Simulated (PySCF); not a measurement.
**Basis and Hamiltonian dependence of the excitation energy of Be⁺**

Be⁺ [He] 2s1 (2S) → Be⁺ [He] 2p1 (2P). Calculated with PySCF 2.14 from differences of total energies of unrestricted determinants, without spin-orbit coupling. Values in eV.

```json
{"basis": "x2c-TZVPPall", "Hamiltonian": "spin-free X2C", "functions": "19", "UHF": "4.022", "r2SCAN": "3.569", "PBE0": "3.630", "CCSD(T) (valence and next inner shell)": "4.020"}
{"basis": "aug-cc-pVDZ-DK", "Hamiltonian": "spin-free X2C", "functions": "23", "UHF": "3.993", "r2SCAN": "3.537", "PBE0": "3.595", "CCSD(T) (valence and next inner shell)": "n/a"}
{"basis": "aug-pcseg-2", "Hamiltonian": "non-relativistic", "functions": "24", "UHF": "4.060", "r2SCAN": "3.576", "PBE0": "3.632", "CCSD(T) (valence and next inner shell)": "n/a"}
{"basis": "ANO-RCC-VTZP", "Hamiltonian": "spin-free X2C", "functions": "30", "UHF": "4.075", "r2SCAN": "3.625", "PBE0": "3.702", "CCSD(T) (valence and next inner shell)": "4.061"}
{"basis": "cc-pVTZ", "Hamiltonian": "non-relativistic", "functions": "30", "UHF": "3.992", "r2SCAN": "3.533", "PBE0": "3.593", "CCSD(T) (valence and next inner shell)": "n/a"}
{"basis": "def2-QZVPPD", "Hamiltonian": "non-relativistic", "functions": "36", "UHF": "3.988", "r2SCAN": "3.523", "PBE0": "3.589", "CCSD(T) (valence and next inner shell)": "3.985"}
{"basis": "dyall-av2z", "Hamiltonian": "non-relativistic", "functions": "42", "UHF": "3.983", "r2SCAN": "3.531", "PBE0": "3.587", "CCSD(T) (valence and next inner shell)": "n/a"}
{"basis": "aug-cc-pCVTZ-DK with one added diffuse shell each of s, p, d, f type", "Hamiltonian": "spin-free X2C", "functions": "75", "UHF": "3.995", "r2SCAN": "3.533", "PBE0": "3.593", "CCSD(T) (valence and next inner shell)": "3.989"}
{"basis": "dyall-av3z", "Hamiltonian": "non-relativistic", "functions": "76", "UHF": "3.986", "r2SCAN": "3.526", "PBE0": "3.586", "CCSD(T) (valence and next inner shell)": "n/a"}
{"basis": "dyall-av3z", "Hamiltonian": "spin-free X2C", "functions": "76", "UHF": "3.989", "r2SCAN": "3.529", "PBE0": "3.589", "CCSD(T) (valence and next inner shell)": "n/a"}
{"basis": "dyall-acv3z", "Hamiltonian": "non-relativistic", "functions": "76", "UHF": "3.986", "r2SCAN": "3.526", "PBE0": "3.586", "CCSD(T) (valence and next inner shell)": "3.981"}
{"basis": "aug-cc-pVQZ-DK", "Hamiltonian": "spin-free X2C", "functions": "80", "UHF": "3.990", "r2SCAN": "3.527", "PBE0": "3.588", "CCSD(T) (valence and next inner shell)": "n/a"}
{"basis": "aug-cc-pVQZ", "Hamiltonian": "non-relativistic", "functions": "80", "UHF": "3.988", "r2SCAN": "3.524", "PBE0": "3.585", "CCSD(T) (valence and next inner shell)": "n/a"}
```

Problem. Estimate the row for aug-cc-pVTZ-DK (spin-free X2C, 46 functions).

Solution. From the rows with the same Hamiltonian and similar size; the calculation gives UHF 3.99; r2SCAN 3.54; PBE0 3.60 (eV).

Frozen in the all-electron rows: valence and next inner shell: nothing; valence: 1s2.

Reference for a calculation without spin-orbit coupling: 3.959 eV (measured, between term centres; NIST).
